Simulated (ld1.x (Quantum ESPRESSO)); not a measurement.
# An all-electron radial function and its pseudo partner (As (Z = 33))

Columns: radius, all-electron u(r) and pseudo u(r) of the 4p shell (level -5.20 eV) of arsenic in the configuration [Ar] 3d10 4s2 4p3; PBEsol, scalar-relativistic, RRKJ scheme, ld1.x (Quantum ESPRESSO) 7.5.

```tsv
r (bohr)	all-electron	pseudo
0.129	0.1583	0.0057
0.258	-0.0895	0.0230
0.387	-0.2645	0.0520
0.516	-0.2625	0.0927
0.645	-0.1537	0.1445
0.774	-0.0047	0.2062
0.903	0.1467	0.2755
1.032	0.2827	0.3489
1.161	0.3966	0.4226
1.290	0.4876	0.4920
1.419	0.5569	0.5532
1.548	0.6071	0.6029
1.677	0.6408	0.6392
1.806	0.6606	0.6616
1.935	0.6688	0.6711
2.064	0.6679	0.6699
2.193	0.6595	0.6605
2.322	0.6455	0.6457
2.451	0.6271	0.6271
2.580	0.6055	0.6055
2.709	0.5816	0.5816
2.838	0.5562	0.5562
2.967	0.5299	0.5299
3.096	0.5031	0.5031
3.225	0.4764	0.4764
3.354	0.4499	0.4499
```

(1) How many radial nodes do the two functions have?

(2) At about which radius was the pseudo-wave matched?

(3) Is the pseudo-wave norm-conserving?

## Answers

(1) The all-electron 4p function has n − l − 1 = 2; the pseudo-wave has 0, since the states of the same l below it are removed with the core.

(2) 2.44 bohr, where the columns begin to agree (steps of 0.13 bohr).

(3) Yes: the RRKJ scheme keeps the norm inside the radius equal to the all-electron one, which fixes the energy derivative of the logarithmic derivative at the level.
